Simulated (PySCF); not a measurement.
Delta-SCF ions had no search for a lower state. Excitations are Tamm–Dancoff values on a coarser integration grid. The basis has no diffuse functions, so Rydberg states are missing or too high.

Cartesian coordinates (Å):
```xyz
8

N      2.7523    -0.9115    -0.0679
C      1.7432    -0.3411    -0.0449
Ge     0.0655     0.6126     0.0267
N     -1.2219    -0.6511    -0.2259
H      0.0207     1.5934    -1.1478
H      0.0751     1.3450     1.3819
H     -1.2853    -1.3643     0.4954
H     -2.1497    -0.2831    -0.4175
```
Charge 0, spin multiplicity 1.

What is the computed S1 oscillator strength, dipole moment, T1 excitation (TDA), vertical ionisation energy (Delta-SCF), total energy, LUMO, S1 excitation (TDA) and S1–T1 gap (TDA) (TPSSh-D3(BJ)/def2-TZVP // PBE0-D3(BJ)/def2-SVP run with PySCF)?


```yaml
S1 oscillator strength: 0.016
dipole_moment: 4.69 D
T1 excitation (TDA): 5.37 eV
vertical ionisation energy (Delta-SCF): 10.16 eV
total_energy: -2227.0488 Ha
LUMO: -1.04 eV
S1 excitation (TDA): 5.74 eV
S1–T1 gap (TDA): 0.37 eV
```
